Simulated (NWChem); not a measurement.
System meant: BHF, doublet; SMILES F[BH]

Here is an NWChem input.

```
start job
memory heap 200 mb stack 900 mb global 1100 mb
geometry units angstroms noautoz
  B      0.140495     0.717025     0.000000
  F      0.027839    -0.578859     0.000000
  H     -0.836049     1.425126     0.000000
end
basis spherical
  * library def2-svp
end
dft
  odft
  mult 3
  xc pbe0
  iterations 150
  mulliken
end
task dft energy
```

End of the output:

```
 Summary of "ao basis" -> "" (spherical)
 ------------------------------------------------------------------------------
       Tag                 Description            Shells   Functions and Types
 ---------------- ------------------------------  ------  ---------------------
 *                          def2-svp                  on all atoms

                                 NWChem DFT Module
                                 -----------------

 Summary of "ao basis" -> "ao basis" (spherical)
 ------------------------------------------------------------------------------
       Tag                 Description            Shells   Functions and Types
 ---------------- ------------------------------  ------  ---------------------
 B                          def2-svp                 6       14   3s2p1d
 F                          def2-svp                 6       14   3s2p1d
 H                          def2-svp                 3        5   2s1p

 Summary of "ao basis" -> "ao basis" (spherical)
 ------------------------------------------------------------------------------
       Tag                 Description            Shells   Functions and Types
 ---------------- ------------------------------  ------  ---------------------
 B                          def2-svp                 6       14   3s2p1d
 F                          def2-svp                 6       14   3s2p1d
 H                          def2-svp                 3        5   2s1p

      Symmetry analysis of basis
      --------------------------

        a'         24
        a"          9

  number of electrons :                   15
  multiplicity        :                    3
 ------------------------------------------------------------------------
  no. of electrons and multiplicity not compatible                  15
 ------------------------------------------------------------------------
 ------------------------------------------------------------------------
  current input line :
    18: task dft energy
 ------------------------------------------------------------------------
 ------------------------------------------------------------------------
 There is an error in the input file
 ------------------------------------------------------------------------
 For more information see the NWChem manual at https://nwchemgit.github.io

0: no. of electrons and multiplicity not compatible:Received an Error in Communication
```

Q: Find the fault in this run and fix the input.

A: The program refused the input. Cause: the multiplicity doesn't fit the number of electrons (an even count wants an odd multiplicity, and the reverse). This input runs:
```
start job
memory heap 200 mb stack 900 mb global 1100 mb
geometry units angstroms noautoz
  B      0.140495     0.717025     0.000000
  F      0.027839    -0.578859     0.000000
  H     -0.836049     1.425126     0.000000
end
basis spherical
  B library def2-svp
  F library def2-svp
  H library def2-svp
end
dft
  odft
  mult 2
  xc pbe0
  iterations 150
  mulliken
end
task dft energy
```
It converges to -125.01900 Ha (PBE0/def2-SVP, spin-unrestricted).
